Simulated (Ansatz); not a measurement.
**Nudged elastic band run: CH₇NSeSi**

Input:

```yaml
crystal:
  periodic: [false, false, false]
  atoms:
    - { symbol: "N", position_ang: [-0.110054, 1.313378, -0.022439] }
    - { symbol: C, position_ang: [0.591399, 0.688231, 1.061985] }
    - { symbol: Se, position_ang: [1.340404, -1.04075, 0.46947] }
    - { symbol: Si, position_ang: [-0.443952, -1.493551, -0.884601] }
    - { symbol: H, position_ang: [0.528449, 1.684458, -0.722527] }
    - { symbol: H, position_ang: [-0.717838, 2.064663, 0.296707] }
    - { symbol: H, position_ang: [1.448882, 1.246396, 1.482596] }
    - { symbol: H, position_ang: [-0.113839, 0.480131, 1.879533] }
    - { symbol: H, position_ang: [-1.736588, -1.314724, -0.160172] }
    - { symbol: H, position_ang: [-0.455638, -0.741135, -2.171949] }
    - { symbol: H, position_ang: [-0.265825, -2.944097, -1.208103] }
basis:
  gaussian: { orbitals: def2-SVP }
hamiltonian:
  xc: pbe0
  dispersion: d4
neb:
  order_check: false
  images: 5
  f_tol: 0.03
  max_iterations: 60
  initial_path: idpp
  spring: { min: 2.0, max: 10.0 }
  final_atoms:
    - { symbol: "N", position_ang: [0.22500446, 1.83005922, 0.12441716] }
    - { symbol: C, position_ang: [0.51896917, 0.7914643, 1.03245913] }
    - { symbol: Se, position_ang: [1.32685995, -0.92210254, 0.29276222] }
    - { symbol: Si, position_ang: [-0.54289281, -1.63924957, -0.770031] }
    - { symbol: H, position_ang: [1.03773067, 2.11749106, -0.41405061] }
    - { symbol: H, position_ang: [-0.51853706, 1.59108234, -0.52610539] }
    - { symbol: H, position_ang: [1.28431514, 1.10356459, 1.75634651] }
    - { symbol: H, position_ang: [-0.37696579, 0.48768408, 1.59098775] }
    - { symbol: H, position_ang: [-1.6509035, -1.93473249, 0.19219037] }
    - { symbol: H, position_ang: [-1.05135585, -0.60739639, -1.7319707] }
    - { symbol: H, position_ang: [-0.18682439, -2.87486461, -1.52650544] }
```

Launched with:

```bash
$ ansatz run input.yaml --threads 2 --pin off --max-ram 3072MiB --backend cpu --events-out ev --progress --plain --runs-dir out
```

Output, in part (warnings, iteration lines, the closing report on the highest movable image, with atoms numbered from 0):

```
NEB end point (image 0): max|allowed force component| = 1.182e-2 eV/Å (the criterion of neb.relax_end_points is 1.000e-2)
NEB end point (image 6): max|allowed force component| = 1.275e-2 eV/Å (the criterion of neb.relax_end_points is 1.000e-2)
NEB iter   1: max|band force component| = 9.458e-1 eV/Å  barrier→ = 0.2072 eV  barrier← = 0.2561 eV  Δτ_max = 0.1677 Å  (182 SCF iters)
NEB iter   2: max|band force component| = 4.790e-1 eV/Å  barrier→ = 0.1460 eV  barrier← = 0.1948 eV  CI = image 3  Δτ_max = 0.1858 Å  (139 SCF iters)
NEB iter   3: max|band force component| = 5.546e-1 eV/Å  barrier→ = 0.1302 eV  barrier← = 0.1791 eV  CI = image 3  Δτ_max = 0.0802 Å  (132 SCF iters)
NEB iter   4: max|band force component| = 2.758e-1 eV/Å  barrier→ = 0.1119 eV  barrier← = 0.1607 eV  CI = image 3  Δτ_max = 0.0918 Å  (123 SCF iters)
NEB iter   5: max|band force component| = 1.159e-1 eV/Å  barrier→ = 0.1036 eV  barrier← = 0.1524 eV  CI = image 3  Δτ_max = 0.0926 Å  (122 SCF iters)
NEB iter   6: max|band force component| = 1.420e-1 eV/Å  barrier→ = 0.0973 eV  barrier← = 0.1461 eV  CI = image 3  Δτ_max = 0.0463 Å  (122 SCF iters)
NEB iter   7: max|band force component| = 1.139e-1 eV/Å  barrier→ = 0.0950 eV  barrier← = 0.1439 eV  CI = image 3  Δτ_max = 0.0463 Å  (119 SCF iters)
NEB iter   8: max|band force component| = 9.026e-2 eV/Å  barrier→ = 0.0932 eV  barrier← = 0.1420 eV  CI = image 3  Δτ_max = 0.0463 Å  (121 SCF iters)
NEB iter   9: max|band force component| = 7.976e-2 eV/Å  barrier→ = 0.0917 eV  barrier← = 0.1405 eV  CI = image 3  Δτ_max = 0.0465 Å  (121 SCF iters)
NEB iter  10: max|band force component| = 1.033e-1 eV/Å  barrier→ = 0.0909 eV  barrier← = 0.1397 eV  CI = image 3  Δτ_max = 0.0231 Å  (124 SCF iters)
NEB iter  11: max|band force component| = 4.340e-2 eV/Å  barrier→ = 0.0903 eV  barrier← = 0.1391 eV  CI = image 3  Δτ_max = 0.0443 Å  (124 SCF iters)
NEB iter  12: max|band force component| = 5.467e-2 eV/Å  barrier→ = 0.0900 eV  barrier← = 0.1388 eV  CI = image 3  Δτ_max = 0.0166 Å  (126 SCF iters)
NEB iter  13: max|band force component| = 2.519e-2 eV/Å  barrier→ = 0.0898 eV  barrier← = 0.1386 eV  CI = image 3  Δτ_max = 0.0000 Å  (255 SCF iters)
Total energy: -75842.23023495 eV, -2787.1505534242 hartree
Atom 0 at     0.108696     1.422967    -0.048421 Å, force    -0.001635    -0.003672    -0.000174 eV/Å
Atom 1 at     0.738957     0.743664     1.001722 Å, force    -0.007244     0.018143    -0.014286 eV/Å
Atom 2 at     1.178887    -1.207225     0.637648 Å, force    -0.004947    -0.004927    -0.007310 eV/Å
Atom 3 at    -0.588191    -1.511462    -0.752596 Å, force    -0.001243    -0.000709     0.002578 eV/Å
Atom 4 at     0.636845     1.759457    -0.838346 Å, force     0.005851    -0.005158     0.002743 eV/Å
Atom 5 at    -0.850393     1.718406     0.030205 Å, force     0.001034    -0.003921     0.007747 eV/Å
Atom 6 at     1.717926     1.162851     1.281211 Å, force     0.002189    -0.000775     0.003548 eV/Å
Atom 7 at     0.098691     0.736553     1.892775 Å, force     0.000831    -0.000764     0.001742 eV/Å
Atom 8 at    -1.864216    -1.036990    -0.131399 Å, force    -0.002528     0.000042     0.001135 eV/Å
Atom 9 at    -0.439599    -0.857028    -2.087550 Å, force     0.004914     0.002005     0.001856 eV/Å
Atom 10 at    -0.672203    -2.988193    -0.964750 Å, force     0.002777    -0.000263     0.000422 eV/Å
Dipole moment:    -0.183205     0.609440    -0.037048 e Å
```

The forces met the threshold. Another band between the same ends (5 images) ends at a top of the same energy, where a vibrational analysis finds 1 clearly imaginary mode.

Final band (atoms are numbered from 1 in the order of the input):

```
image  path coordinate (Å)  energy (kcal/mol)  height of N1 over the plane of its neighbours (Å)
    0                 0.00                0.0                                              -0.35
    1                 0.44                0.4                                              -0.32
    2                 0.67                1.4                                              -0.21
    3                 0.84                2.1                                              -0.05
    4                 1.09                0.4                                               0.19
    5                 1.79               -0.9                                               0.32
    6                 3.05               -1.1                                               0.34
```

Run time: 2.9 min on 2 threads of Intel(R) Xeon(R) CPU @ 2.80GHz (Skylake/Cascade Lake) (shared host), peak memory 0.32 GiB.
